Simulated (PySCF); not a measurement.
Bonds (- single, = double, # triple, : aromatic): C1-P2 1.850 Å, P2-Si3 2.257 Å, P2-C4 1.824 Å, C4-F5 1.351 Å, C4=C6 1.328 Å, C6-F7 1.328 Å, C6-F8 1.326 Å. C1 carries H9, H10, H11; Si3 carries H12, H13, H14.

- shieldings: GIAO PBE0/pcSseg-1
- geometry from GFN2-xTB
- code: PySCF 2.14.0 with density-fitted response routines
- equivalent nuclei averaged, in vacuum, one conformer, no relativistic terms

Referencing at the same level of theory: ¹³C (σref 186.93), ¹H (σref 31.72), ²⁹Si (σref 349.16) vs TMS; H3PO4 for ³¹P (σref 318.38); ¹⁹F (σref 170.95) against CFCl3.

```json
{"atoms": "C4", "nucleus": "¹³C", "count": "1", "Hirshfeld charge": "-0.02", "δ (ppm)": "134.3"}
{"atoms": "C6", "nucleus": "¹³C", "count": "1", "Hirshfeld charge": "0.15", "δ (ppm)": "?"}
{"atoms": "F7", "nucleus": "¹⁹F", "count": "1", "Hirshfeld charge": "-0.06", "δ (ppm)": "-110.0"}
{"atoms": "F5", "nucleus": "¹⁹F", "count": "1", "Hirshfeld charge": "-0.07", "δ (ppm)": "-201.9"}
{"atoms": "Si3", "nucleus": "²⁹Si", "count": "1", "Hirshfeld charge": "0.25", "δ (ppm)": "-74.4"}
{"atoms": "P2", "nucleus": "³¹P", "count": "1", "Hirshfeld charge": "0.06", "δ (ppm)": "-149.1"}
{"atoms": "H12/H13/H14", "nucleus": "¹H", "count": "3", "Hirshfeld charge": "-0.07", "δ (ppm)": "?"}
{"atoms": "C1", "nucleus": "¹³C", "count": "1", "Hirshfeld charge": "-0.16", "δ (ppm)": "4.6"}
{"atoms": "F8", "nucleus": "¹⁹F", "count": "1", "Hirshfeld charge": "-0.06", "δ (ppm)": "?"}
{"atoms": "H9/H10/H11", "nucleus": "¹H", "count": "3", "Hirshfeld charge": "0.05", "δ (ppm)": "1.47"}
```

Q: Fill in the missing shifts.

A: 
- C6: 169.1 ppm, fully substituted alkene carbon
- H12/H13/H14: 4.05 ppm, hydrogen on a silicon bonded to P
- F8: -86.1 ppm, vinylic fluorine

Shifts are as computed. Against solution values, carbons near 30 ppm lie about +3 ppm off and those near 130 ppm about +5 ppm. Of 1211 compounds with measured shifts, 218 miss one by over three times the rms of a fit or turn the order of signals round; such compounds aren't used in these exercises. Unscaled 19F shifts against computed CFCl3 carry errors that often reach 10 to 50 ppm. Experimental scales use liquid or dissolved standards, which lie at an offset from isolated H3PO4.
